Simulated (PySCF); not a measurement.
Symmetry of computed structures. Computed with PBE0-D3(BJ)/def2-SVP geometry optimisation, gas phase in PySCF. The symmetry is that of the one conformer found, every atom within 0.08 Å of its image; none is proved a minimum here. Atoms past krypton carry def2 core potentials. The geometries of the anions come from a basis without diffuse functions.

(1) What symmetry has `[CH3:1][O:2][GeH2:3][CH3:4]` with C1–O2–Ge3–C4 -179°, H–C1–O2–Ge3 60° (nearest H)?

(2) `C=C=C(C(F)(F)F)C(F)(F)F`: symmetry, top, dipole?

(3) Point group, rotor type and polarity of `[I][Cs]`?

(4) Point group, rotor type and polarity of `[CH3:1][P:2]([CH3:3])([CH3:4])=[S:5]`?

(5) `[F:1][CH:2]([F:3])[O:4][BH:5][PH2:6]` with F1–C2–O4–B5 175°, C2–O4–B5–P6 -7°, O4–B5–P6–H 40° and 138°: symmetry, top, dipole?

(6) What symmetry has [Ag(CO3)2]2-, `O=C1[O][Ag-2]2([O]1)[O]C(=O)[O]2` [radical]?

(7) Point group, rotor type and polarity of `[O:1]=[C:2]([Cl:3])[c:4]1[cH:5][cH:6][cH:7][cH:8][cH:9]1` with O1–C2–C4–C5 -179°?

Results:

(1) Cs; near-prolate asymmetric top; symmetry number 1; 2 operations, which sort the 12 atoms into 9 sets; dipole 0.91 D, in the ab plane, which is the mirror; A, B, C = 12135, 2790, 2407 MHz; heavy atoms equivalent by symmetry: none.

(2) C2; asymmetric top; symmetry number 2; 2 operations, which sort the 13 atoms into 8 sets; this conformer is chiral (no improper operation); dipole 3.25 D, along b, the twofold axis.

(3) C∞v; linear; symmetry number 1; dipole 11.79 D, along the axis.

(4) C3v; prolate symmetric top; symmetry number 3; 6 operations, which sort the 14 atoms into 5 sets; dipole 4.75 D, along the axis; heavy atoms equivalent by symmetry: C1/C3/C4.

(5) C1; near-prolate asymmetric top; symmetry number 1; this conformer is chiral (no improper operation); dipole 2.14 D; A, B, C = 6698, 1581, 1349 MHz.

(6) D2h; near-prolate asymmetric top; symmetry number 4; 8 operations, which sort the 9 atoms into 4 sets; dipole about the centre of mass forbidden by symmetry (computed 0.00 D); A, B, C = 6553, 584.3, 536.5 MHz.

(7) Cs; asymmetric top; symmetry number 1; 2 operations, which sort the 14 atoms into 14 sets; dipole 3.66 D, in the ab plane, which is the mirror.

For an open-shell metal species like this, the optimisation's SCF solution wasn't tested for stability and no frequencies at its level were run, so a lower state or another shape may exist.
